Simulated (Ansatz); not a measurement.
Reaction (redistribution): `[CH3][Ge][NH2]` + `ClC1O[SiH2]O1` → `[CH3][Ge][Cl]` + `NC1O[SiH2]O1`

Computed with Ansatz on PBE0-D4/def2-TZVP structures; ΔE is electronic, products minus reactants. CCSD(T)/CBS adds triple-zeta CCSD(T) − MP2 to the extrapolated MP2 energy (def2 sets, frozen cores). Functionals use def2-TZVPP. For Ge outer-core shells are correlated without core-valence functions, which leaves a few kJ/mol of doubt a bond. Scalar relativity is left out up to krypton. One conformer a species, not always the lowest.

Task: Is it downhill or uphill in electronic energy at CCSD(T)/CBS, and by how much? (Estimate.)

Result: Ansatz gave: Downhill: ΔE = -0.77 eV.

Task: What do these levels give: r2SCAN-D4, PBE0-D4, PBE, r2SCAN, MP2/def2-TZVPP, SCS-MP2/def2-TZVPP, CCSD/def2-TZVPP, CCSD(T)/def2-TZVPP, HF/def2-QZVPP, MP2/def2-QZVPP, HF/CBS(def2), CCSD/CBS(def2)? (Estimate.)

Result: Computed: r2SCAN-D4 -0.79, PBE0-D4 -0.84, PBE -0.79, r2SCAN -0.79, MP2/def2-TZVPP -0.73, SCS-MP2/def2-TZVPP -0.75, CCSD/def2-TZVPP -0.79, CCSD(T)/def2-TZVPP -0.76, HF/def2-QZVPP -0.98, MP2/def2-QZVPP -0.74, HF/CBS(def2) -0.97, CCSD/CBS(def2) -0.81 eV.

Largest T1 diagnostic among the species: 0.014.

In def2-TZVPP, CCSD(T) changes the Hartree–Fock value by +0.22 eV (the triples alone add +0.04 eV) and MP2 by +0.25 eV. From PBE to PBE0 (25 % exact exchange), in def2-TZVPP and without D4, ΔE moves by −0.05 eV.
